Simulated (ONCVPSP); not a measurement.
platinum (Pt), ONCV: configuration errors across variants

platinum, optimised norm-conserving Vanderbilt (ONCV), made with ONCVPSP 4.0.1 (PBE, scalar-relativistic). Core [Kr] 4d10, reference 4f14 5s2 5p6 5d9 6s0.5 (charge +0.5). Waves: 5s+6s: rc 1.55 bohr, ncon 4, nbas 8, qcut 6 1/bohr, 3 projectors, debl 0.7 Ha; 5p: rc 1.40 bohr, ncon 4, nbas 8, qcut 10.6 1/bohr, 2 projectors, debl 0.4 Ha; 5d: rc 2.25 bohr, ncon 4, nbas 9, qcut 8.1 1/bohr, 2 projectors, debl 1.5 Ha; 4f: rc 0.70 bohr, ncon 4, nbas 8, qcut 22 1/bohr, 2 projectors, debl 3.2 Ha. Local part: polynomial inside 0.55 bohr (lpopt 5, dvloc0 0 Ha). Core correction: Teter function, fcfact 4.5, rcfact 1.8.

In the p channel the program set the typed energies aside and used -2.205, 0.250 Ha.

All-electron excitation energies from the reference (eV): (1) 4f14 5s2 5p6 5d9 6s1 -3.694; (2) 4f14 5s2 5p6 5d9 6s0 5.500; (3) 4f14 5s2 5p6 5d8 6s0 25.466; (4) 4f13 5s2 5p6 5d10 6s0 74.442.

A true bound ghost makes a file unfit for plane-wave use even where its test errors are small: the radial tests pick states by their node count and pass the ghost by.

Errors AE − PS in meV (a dash: test not solved or not reliable):

```tsv
change	(1)	(2)	(3)	(4)	bound ghosts	GHOST(+) flags above zero
base	+0.8	-3.0	-5.3	-637	s, p	s, d
f: rc 0.48; local potential polynomial inside 0.48 bohr (lpopt 5, dvloc0 0 Ha)	+0.8	-3.0	-5.6	-721	s, p	s, d, f
f: rc 0.54; local potential polynomial inside 0.54 bohr (lpopt 5, dvloc0 0 Ha)	+0.8	-3.0	-5.3	-773	s, p	s, d
f: rc 0.62	+0.8	+1.7	-5.3	-727	s, p	s, d
f: rc 0.76	+0.8	-3.0	-5.1	-552	s, p	s, d
f: rc 0.8	+0.8	-3.0	-5.0	-493	s, p	s, d
f: rc 0.94	+0.9	-2.8	-4.8	-236	s, p	s, d
f: rc 1.04	+0.9	-2.8	-4.7	+22	s, p	s, d
```

Q: Give the same row for: f: rc 0.86.

A: +0.9, -2.9, -4.8, -392; bound ghosts: s, p; GHOST(+) flags above zero: s, d.
